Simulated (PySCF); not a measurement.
CH6GeO3. Atoms are numbered in the order given.

```xyz
11

C      0.0000     0.0000    -1.9546
Ge     0.0000     0.0000    -0.0190
O     -1.3231     1.0231     0.6413
O      1.5476     0.6343     0.6413
O     -0.2245    -1.6574     0.6413
H     -0.2700     1.0073    -2.3238
H      1.0074    -0.2698    -2.3238
H     -0.7373    -0.7375    -2.3238
H     -1.8116     0.4998     1.3052
H      1.3387     1.3189     1.3052
H      0.4729    -1.8188     1.3052
```
Charge 0, spin multiplicity 1.

The structure is a stationary point at PBE-D3(BJ)/def2-SVP. The values are those of a single conformer.

Vertical ionisation energy (IE) and electron affinity (EA) in eV. Rows of orbital energies are one-electron estimates. Where ΔSCF, EOM or ADC give a negative EA the extra electron is unbound and the value depends on the basis.

```csv
level,IE,EA
"−ε(HOMO), −ε(LUMO), HF/def2-TZVP (PySCF)",…,…
"−ε(HOMO), −ε(LUMO), PBE/def2-TZVP (PySCF)",6.90,0.84
```

Task: What belongs in the gaps? (An estimate is asked for; the answer gives what the named calculation found.)

Result: 
- −ε(HOMO), −ε(LUMO), HF/def2-TZVP (PySCF), IE: 12.34
- −ε(HOMO), −ε(LUMO), HF/def2-TZVP (PySCF), EA: -3.02
